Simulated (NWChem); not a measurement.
trimethylarsine (C3H9As); SMILES C[As](C)C

Computed with NWChem. Pople sets run with spherical d functions. B3LYP is NWChem's, with the RPA form of VWN correlation. Each level has its own optimisation; frequencies are unscaled.

```tsv
level	r As–C (Å)	r C–H (Å)	highest harmonic frequency (cm⁻¹)	lowest (cm⁻¹)	zero-point energy (kcal/mol)	dipole (D)
Hartree-Fock/STO-3G	1.934	1.083	3755	156	84.7	0.73
Hartree-Fock/3-21G	1.984	1.084	3277	143	74.6	0.92
Hartree-Fock/6-31G*	1.971	1.084	3289	167	74.4	1.27
B3LYP/6-31G*	1.994	1.094	3145	150	69.9	1.18
LDA (Slater exchange, VWN5)/def2-SVP	1.956	1.110	3090	151	66.9	1.00
PBE/def2-SVP	1.989	1.108	3086	148	67.2	0.92
BLYP/def2-SVP	2.012	1.108	3054	143	66.9	0.77
PBE0/def2-SVP	1.967	1.100	…	154	69.5	1.03
```

**Question.** What belongs in the gaps?

**Answer.** 
- PBE0/def2-SVP, highest harmonic frequency (cm⁻¹): 3175
